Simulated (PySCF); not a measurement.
**Ionisation energy along the 15-electron series**

Calculated with PySCF 2.14 and a two-component X2C-1e Hamiltonian (Gaussian nucleus, no Breit or QED terms), each ion in its own even-tempered basis scaled to its charge; GMP2 freezes 1s2 and drops the highest virtual spinors. Values in eV. NIST values: (m) measured, (s) semi-empirical, (t) theoretical.

```json
{"ion": "Zn¹⁵⁺", "configuration": "[Ne] 3s2 3p3", "GHF (spin-free)": "537.31", "GMP2 (spin-free)": "537.76", "NIST": "540 ± 1 (s)"}
{"ion": "Ge¹⁷⁺", "configuration": "[Ne] 3s2 3p3", "GHF (spin-free)": "660.45", "GMP2 (spin-free)": "660.89", "NIST": "662.8 ± 1.9 (s)"}
```

(1) Fill in the row of Ga¹⁶⁺.

Answers

(1) configuration: [Ne] 3s2 3p3; GHF (spin-free): 597.33; GMP2 (spin-free): 597.76; NIST: 599.8 ± 1.4 (s).
